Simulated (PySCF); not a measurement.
A geometry optimisation, step by step.

CH9ClSi3.
SMILES with atom numbers: `[CH3:1][SiH2:2][Si@H:3]([SiH3:4])[Cl:5]` (hydrogens: H6, H7, H8 on C1; H9, H10 on Si2; H11 on Si3; H12, H13, H14 on Si4)

Method: PySCF, PBE0-D3(BJ)/def2-SVP geometry optimisation, gas phase; density fitting, grid level 1; the optimiser is geomeTRIC in internal coordinates, started from a GFN2-xTB structure with every atom displaced at random (about 0.01 Å). 8 of its 18 geometries are shown. The frame can shift and turn from step to step; on so coarse a grid that alone can change the energy by a few meV, and forces under 0.02 eV/Å are noise.

Step 0: E = -37313.0833 eV, largest atomic force 1.706 eV/Å
```
atom  x, y, z in Å  |  force x, y, z in eV/Å
C1     -2.122   -0.819    0.011   -0.754   1.530   0.027
Si2    -1.268    0.435    1.151   -0.438  -0.843  -0.168
Si3     0.716    1.069    0.126    0.391  -0.059   0.282
Si4     2.479   -0.502   -0.022   -1.371  -0.308   0.038
Cl5     1.459    2.700    1.142    0.336   0.562   0.517
H6     -3.053   -1.172    0.462   -0.135  -0.217   0.205
H7     -2.412   -0.335   -0.936    0.080   0.022  -0.009
H8     -1.491   -1.638   -0.225    0.825  -1.197  -0.219
H9     -2.206    1.537    1.464    0.002   0.410  -0.122
H10    -1.032   -0.239    2.450    0.283  -0.076   0.251
H11     0.459    1.630   -1.195   -0.285   0.016  -0.794
H12     1.937   -1.829    0.351   -0.137  -0.329   0.083
H13     2.965   -0.627   -1.381    0.314   0.060  -0.868
H14     3.562   -0.227    0.875    0.888   0.430   0.777
```

Step 2: E = -37313.3147 eV, largest atomic force 0.084 eV/Å
```
atom  x, y, z in Å  |  force x, y, z in eV/Å
C1     -2.110   -0.824    0.012    0.023  -0.009  -0.066
Si2    -1.233    0.412    1.132   -0.019   0.035   0.047
Si3     0.740    1.163    0.109    0.018   0.054   0.021
Si4     2.357   -0.545   -0.012    0.000   0.008  -0.021
Cl5     1.543    2.760    1.202   -0.028  -0.075  -0.027
H6     -3.017   -1.211    0.500    0.004  -0.011   0.011
H7     -2.409   -0.349   -0.935    0.005   0.000   0.016
H8     -1.455   -1.678   -0.225   -0.021   0.009   0.026
H9     -2.109    1.590    1.422   -0.003  -0.007  -0.005
H10    -0.867   -0.230    2.434    0.016   0.012  -0.001
H11     0.448    1.681   -1.265   -0.010  -0.016  -0.006
H12     1.747   -1.861    0.360   -0.026   0.005   0.000
H13     2.891   -0.660   -1.404    0.038   0.000   0.017
H14     3.467   -0.244    0.941    0.002  -0.005  -0.012
```

Step 5: E = -37313.3224 eV, largest atomic force 0.101 eV/Å
```
atom  x, y, z in Å  |  force x, y, z in eV/Å
C1     -2.062   -0.848    0.074   -0.019  -0.007   0.084
Si2    -1.227    0.473    1.130    0.032  -0.043  -0.039
Si3     0.733    1.191    0.063   -0.013  -0.061  -0.034
Si4     2.297   -0.566   -0.064    0.008  -0.013   0.025
Cl5     1.574    2.730    1.193    0.043   0.090   0.007
H6     -2.961   -1.238    0.576   -0.004   0.019  -0.010
H7     -2.364   -0.436   -0.901    0.002  -0.012  -0.015
H8     -1.380   -1.694   -0.098    0.008   0.004  -0.028
H9     -2.132    1.639    1.366   -0.004   0.007  -0.004
H10    -0.819   -0.087    2.457   -0.016   0.003   0.008
H11     0.442    1.720   -1.307   -0.004   0.018   0.013
H12     1.578   -1.859    0.176    0.027  -0.011  -0.021
H13     2.980   -0.641   -1.392   -0.030   0.017  -0.019
H14     3.333   -0.381    0.997   -0.030  -0.012   0.031
```

Step 7: E = -37313.3349 eV, largest atomic force 0.082 eV/Å
```
atom  x, y, z in Å  |  force x, y, z in eV/Å
C1     -1.993   -0.897    0.222    0.021  -0.013   0.067
Si2    -1.207    0.570    1.109    0.037  -0.040  -0.039
Si3     0.741    1.231   -0.021   -0.016  -0.062   0.008
Si4     2.200   -0.611   -0.152    0.038  -0.013   0.051
Cl5     1.656    2.721    1.123    0.041   0.062  -0.034
H6     -2.889   -1.253    0.755   -0.002   0.028   0.012
H7     -2.291   -0.623   -0.801    0.005  -0.013  -0.020
H8     -1.279   -1.734    0.168   -0.035   0.027  -0.033
H9     -2.155    1.721    1.220   -0.006   0.012   0.002
H10    -0.757    0.186    2.484   -0.036  -0.008   0.011
H11     0.459    1.790   -1.381   -0.002  -0.002   0.016
H12     1.364   -1.851   -0.255    0.037  -0.010  -0.028
H13     3.144   -0.572   -1.310   -0.034   0.047  -0.025
H14     2.999   -0.674    1.110   -0.049  -0.014   0.011
```

Step 10: E = -37313.3571 eV, largest atomic force 0.132 eV/Å
```
atom  x, y, z in Å  |  force x, y, z in eV/Å
C1     -1.969   -0.925    0.406    0.049  -0.020  -0.121
Si2    -1.186    0.648    1.084   -0.016   0.076   0.049
Si3     0.759    1.217   -0.102    0.004   0.065   0.072
Si4     2.154   -0.664   -0.228    0.029   0.017  -0.016
Cl5     1.758    2.727    0.959   -0.044  -0.110  -0.058
H6     -2.880   -1.180    0.967    0.001  -0.009   0.032
H7     -2.246   -0.804   -0.653   -0.008   0.018   0.019
H8     -1.270   -1.774    0.471   -0.024   0.012   0.036
H9     -2.155    1.788    1.038    0.006  -0.002   0.006
H10    -0.756    0.454    2.505   -0.007  -0.010  -0.001
H11     0.470    1.774   -1.459   -0.028  -0.061  -0.030
H12     1.374   -1.831   -0.753   -0.011   0.028  -0.015
H13     3.329   -0.433   -1.122    0.022  -0.004   0.043
H14     2.610   -0.992    1.157    0.027   0.000  -0.016
```

Step 12: E = -37313.3668 eV, largest atomic force 0.091 eV/Å
```
atom  x, y, z in Å  |  force x, y, z in eV/Å
C1     -1.966   -0.918    0.442   -0.064   0.044   0.048
Si2    -1.193    0.666    1.112   -0.023  -0.032  -0.001
Si3     0.728    1.178   -0.125    0.026  -0.033   0.003
Si4     2.182   -0.661   -0.233   -0.038   0.026  -0.022
Cl5     1.751    2.728    0.829    0.011   0.058   0.012
H6     -2.876   -1.164    1.012    0.001  -0.015  -0.020
H7     -2.247   -0.800   -0.616    0.003  -0.010   0.000
H8     -1.272   -1.767    0.525    0.030  -0.011  -0.006
H9     -2.164    1.802    1.038    0.011   0.013  -0.002
H10    -0.778    0.498    2.540    0.010  -0.013  -0.007
H11     0.380    1.643   -1.503    0.002  -0.020  -0.012
H12     1.450   -1.824   -0.830    0.025  -0.001  -0.008
H13     3.382   -0.351   -1.067    0.007  -0.009   0.003
H14     2.615   -1.027    1.149   -0.002   0.002   0.013
```

Step 15: E = -37313.3706 eV, largest atomic force 0.034 eV/Å
```
atom  x, y, z in Å  |  force x, y, z in eV/Å
C1     -2.033   -0.916    0.436    0.011  -0.010  -0.010
Si2    -1.201    0.630    1.120    0.009   0.006  -0.003
Si3     0.712    1.138   -0.137   -0.011  -0.004  -0.026
Si4     2.256   -0.623   -0.207    0.028   0.002   0.020
Cl5     1.672    2.772    0.749   -0.016  -0.014  -0.003
H6     -2.936   -1.164    1.016    0.004   0.004   0.009
H7     -2.332   -0.768   -0.613    0.002  -0.001  -0.003
H8     -1.351   -1.780    0.480   -0.010   0.007  -0.002
H9     -2.129    1.803    1.076    0.003   0.002   0.006
H10    -0.768    0.423    2.537    0.003  -0.005   0.001
H11     0.341    1.525   -1.535    0.003   0.006   0.008
H12     1.608   -1.840   -0.791   -0.012   0.000   0.000
H13     3.440   -0.258   -1.043    0.000   0.006   0.003
H14     2.712   -0.939    1.181   -0.012   0.000  -0.002
```

Step 17: E = -37313.3715 eV, largest atomic force 0.028 eV/Å
```
atom  x, y, z in Å  |  force x, y, z in eV/Å
C1     -2.053   -0.921    0.436    0.014  -0.010  -0.022
Si2    -1.195    0.616    1.107    0.011   0.010   0.000
Si3     0.706    1.130   -0.164   -0.009   0.011  -0.004
Si4     2.275   -0.608   -0.192    0.007  -0.008   0.003
Cl5     1.629    2.782    0.727    0.004  -0.007  -0.005
H6     -2.942   -1.166    1.036   -0.001   0.004   0.005
H7     -2.374   -0.769   -0.606   -0.006   0.005   0.004
H8     -1.375   -1.788    0.461   -0.006   0.000   0.005
H9     -2.109    1.801    1.090   -0.007  -0.006   0.006
H10    -0.732    0.396    2.513   -0.004  -0.001   0.001
H11     0.341    1.508   -1.565   -0.001  -0.001   0.002
H12     1.659   -1.829   -0.802   -0.001   0.001   0.002
H13     3.484   -0.224   -0.982    0.001   0.002   0.004
H14     2.679   -0.923    1.212   -0.001   0.000   0.000
```

Task: Summarise the path.

Result: The energy falls by 6.65 kcal/mol from step 0 to step 17; nine tenths of that is first reached at step 8. It falls at every step. The largest force goes from 1.706 to 0.028 eV/Å. Among the bonds Si4–H14 changes most, from 1.432 to 1.495 Å; the atoms move by 0.607 Å rms after alignment.

The cost below is that of the whole optimisation. On one thread of an Arm Neoverse V1, shared host with 32 logical CPUs at a one-minute load of 12, this took 2.1 min of wall time and 0.51 GiB of memory at its peak.
